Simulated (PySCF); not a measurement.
RhH4: fields on a plane

Method: UPBE0 in PySCF with Rh def2-TZVP with ECP28, H def2-TZVP; scalar-relativistic core potentials, no spin–orbit coupling; density-fitted integrals.

The doublet minimum has H–H 0.853 Å (×2), Rh–H 1.708 Å (×4); H–H–Rh 75.5° (×4), H–Rh–H 28.9° (×2), H–Rh–H 159.7° (×4).

The plane holds Rh1 at (0.00, 0.00), H2 at (1.71, 0.00), H3 at (1.50, 0.83) Å. Columns run from x = -1.95 to 4.05 Å, rows from y = 3.15 (top) to -1.95 Å, in steps of 0.3 Å. Other isomers or separated fragments may lie lower. Core electrons replaced by a potential are absent, the electrostatic potential uses the reduced nuclear charge, and values within about 0.7 Å of such atoms have no physical meaning.

Question: Give the spin density (e/Å³) (cut at ±0.5 e/Å³). Every second row and column.

Answer: 
```
 0.00  0.00  0.00  0.00  0.00  0.00  0.00  0.00  0.00  0.00  0.00
 0.00  0.00  0.00  0.00  0.00  0.00  0.00  0.00  0.00  0.00  0.00
 0.00  0.00  0.00  0.00  0.00  0.00  0.00  0.00  0.00  0.00  0.00
 0.00  0.00  0.02  0.04  0.01  0.00  0.00  0.00  0.00  0.00  0.00
 0.00  0.01  0.09  0.50  0.09 -0.01 -0.01  0.00  0.00  0.00  0.00
 0.00  0.00  0.03  0.21  0.04  0.00 -0.01  0.00  0.00  0.00  0.00
 0.00  0.00  0.01  0.50  0.50  0.01 -0.01  0.00  0.00  0.00  0.00
 0.00  0.00  0.01  0.12  0.11  0.01  0.00  0.00  0.00  0.00  0.00
 0.00  0.00  0.00  0.01  0.01  0.00  0.00  0.00  0.00  0.00  0.00
```

Question: Give the electrostatic potential (V) (cut at 20 V). Lower edges of the bins (V): '_' -0.14, '.' -0.02, ':' 0.17, '-' 0.47, '=' 0.94, '+' 1.69, '*' 2.88, '#' 4.77, '%' 7.76, '@' 12.49; top 20.0, each point printed twice.

Answer: 
```
____________________......................
____________________......................
____________________....::::::::::........
________________....::::::::::::::::::....
______......::::::::----==------::::::::..
......::----------====++++++==--::::::::..
..::::--==++****++++**####**++==--::::::::
::--==++**##%%%%####%%@@@@%%++==--::::::::
--==++**%%@@@@@@@@%%@@@@@@%%**==----::::::
==++**##@@@@@@@@@@@@%%@@@@%%**++----::::::
**####%%@@@@@@@@@@@@@@@@@@@@##++==--::::::
%%@@%%@@@@@@@@@@@@@@%%@@@@@@##++==--::::::
%%@@@@%%@@@@@@@@@@@@%%##%%%%**++----::::::
##%%%%##%%@@@@@@@@%%******++++==--::::::..
**********##%%%%##**++======----::::::....
========++++****++==--::::::::::::::......
------------====--::::....................
::::::::::::::::....________..............
```

Open d and f shells are described by one determinant, and the ground state may have another occupation or spin.
